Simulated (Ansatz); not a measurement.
Mulliken charges of CH5ClOSn (`O[CH2][SnH2][Cl]`) from PBE/def2-TZVPP in Ansatz (PBE0-D4/def2-TZVP geometry).

```csv
atom,x (Å),y (Å),z (Å),charge (e)
O1,0.556,0.779,-1.497,-0.297
C2,0.025,0.899,-0.194,-0.297
Sn3,0.082,-1.058,0.701,0.766
Cl4,-2.046,-1.975,0.365,-0.386
H5,0.434,1.612,-1.960,0.187
H6,0.602,1.593,0.430,0.118
H7,-1.023,1.219,-0.193,0.127
H8,1.179,-2.107,-0.066,-0.104
H9,0.279,-1.009,2.396,-0.114
```

By hand: the dipole of these point charges (1 e Å = 4.8032 D).

Σ q r = (0.548, 0.432, 0.292) e Å, of length 0.756 e Å = 3.63 D.

How does the dipole of the full density compare? (Estimate.)

Computed: (0.348, 0.606, 0.042) e Å, 3.36 D; the point charges give 1.08 times that, at 29° from its direction.

Point charges leave out the atoms' own dipoles, such as those of lone pairs, and Mulliken's split depends on the basis, so the two needn't agree.
